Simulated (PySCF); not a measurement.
# Te⁺ (tellurium, charge +1) across methods

[Kr] 4d10 5s2 5p3, high-spin 4S determinant. Computed with PySCF 2.14 in aug-cc-pwCVTZ-DK3 with one added diffuse shell each of s, p, d, f type (11s10p8d5f1g, 125 functions), with the spin-free X2C one-electron Hamiltonian (Gaussian nucleus).

```json
{"method": "UHF", "E (hartree)": "-6790.34376", "mean ε 5s α (eV)": "-31.727", "mean ε 5s β (eV)": "-24.583", "mean ε 5p α (eV)": "-18.829", "Σ⟨r²⟩ (bohr²)": "49.54", "⟨S²⟩": "3.752"}
{"method": "CAM-B3LYP", "E (hartree)": "-6793.53", "mean ε 5s α (eV)": "-27.958", "mean ε 5s β (eV)": "-24.735", "mean ε 5p α (eV)": "-16.960", "Σ⟨r²⟩ (bohr²)": "49.14", "⟨S²⟩": "3.751"}
{"method": "r2SCAN", "E (hartree)": "-6793.18", "mean ε 5s α (eV)": "-25.047", "mean ε 5s β (eV)": "-21.954", "mean ε 5p α (eV)": "-14.984", "Σ⟨r²⟩ (bohr²)": "48.95", "⟨S²⟩": "3.751"}
{"method": "PBE", "E (hartree)": "-6792.75", "mean ε 5s α (eV)": "-24.234", "mean ε 5s β (eV)": "-22.046", "mean ε 5p α (eV)": "-14.535", "Σ⟨r²⟩ (bohr²)": "49.11", "⟨S²⟩": "3.751"}
{"method": "PBE0", "E (hartree)": "-6792.83", "mean ε 5s α (eV)": "-26.341", "mean ε 5s β (eV)": "-23.021", "mean ε 5p α (eV)": "-15.797", "Σ⟨r²⟩ (bohr²)": "49.03", "⟨S²⟩": "3.751"}
{"method": "wB97M-V", "E (hartree)": "-6792.69", "mean ε 5s α (eV)": "-28.994", "mean ε 5s β (eV)": "-25.363", "mean ε 5p α (eV)": "-17.880", "Σ⟨r²⟩ (bohr²)": "49.24", "⟨S²⟩": "3.751"}
{"method": "PBEsol", "E (hartree)": "-6789.73", "mean ε 5s α (eV)": "-24.276", "mean ε 5s β (eV)": "-22.069", "mean ε 5p α (eV)": "-14.549", "Σ⟨r²⟩ (bohr²)": "48.99", "⟨S²⟩": "3.751"}
{"method": "LDA", "E (hartree)": "-6786.81", "mean ε 5s α (eV)": "-24.398", "mean ε 5s β (eV)": "-22.531", "mean ε 5p α (eV)": "-14.599", "Σ⟨r²⟩ (bohr²)": "49.02", "⟨S²⟩": "3.751"}
```
